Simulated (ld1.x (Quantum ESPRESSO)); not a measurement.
## nitrogen (N), TM: configuration errors across variants

* Element: N (Z = 7)
* Generator: ld1.x (Quantum ESPRESSO) 7.5
* Type: norm-conserving Troullier–Martins (Kleinman–Bylander form)
* Functional: LDA (PZ)
* Relativity: non-relativistic
* Frozen core: [He]
* Valence charge: 5
* Reference configuration: 2s2 2p3
* Partial waves: 2p (bound): rc 1.90 bohr; 2s (bound): rc 0.90 bohr
* Local potential: the s channel
* Core correction: a·sin(br)/r model core inside 0.40 bohr

All-electron excitation energies from the reference (eV): (1) 2s2 2p2 13.737; (2) 2s2 2p1 42.712; (3) 2s2 2p0 89.879; (4) 2s1 2p4 11.174; (5) 2s1 2p0 167.304; (6) 2s0 2p5 22.393; (7) 2s1 2p3 25.157; (8) 2s2 2p3 spin -2.893; (9) 2s2 2p2 spin 12.049.

Spin tests fill each open shell by Hund’s rule, majority spin first.

Errors AE − PS in meV (a dash: test not solved or not reliable):

| change | (1) | (2) | (3) | (4) | (5) | (6) | (7) | (8) | (9) | bound ghosts |
| --- | --- | --- | --- | --- | --- | --- | --- | --- | --- | --- |
| base | +35 | +335 | +1405 | +7.9 | +2281 | +34 | -52 | +50 | +49 | none |
| wave 2p (bound): rc 1.90 bohr becomes 2p (bound): rc 1.28 bohr | +4.4 | +53 | +268 | +9.0 | +508 | +37 | +0.5 | +57 | +40 | none |
| wave 2p (bound): rc 1.90 bohr becomes 2p (bound): rc 1.46 bohr | +9.1 | +100 | +471 | +11 | +822 | +43 | -7.2 | +66 | +48 | none |
| wave 2p (bound): rc 1.90 bohr becomes 2p (bound): rc 1.74 bohr | +22 | +220 | +962 | +11 | +1588 | +44 | -30 | +63 | +51 | none |
| wave 2p (bound): rc 1.90 bohr becomes 2p (bound): rc 2.32 bohr | +78 | +665 | +2577 | -6.0 | +4121 | -21 | -114 | -2.3 | +43 | none |
| wave 2p (bound): rc 1.90 bohr becomes 2p (bound): rc 2.58 bohr | +131 | +1038 | +3804 | -28 | +6050 | -110 | -179 | -63 | +46 | none |
| wave 2p (bound): rc 1.90 bohr becomes 2p (bound): rc 2.88 bohr | +193 | +1440 | +5052 | -57 | +8018 | -226 | -242 | -126 | +60 | none |

Problem. Give the same row for: wave 2p (bound): rc 1.90 bohr becomes 2p (bound): rc 2.06 bohr.

Solution. +50, +453, +1838, +3.8, +2960, +18, -74, +32, +46; bound ghosts: none.
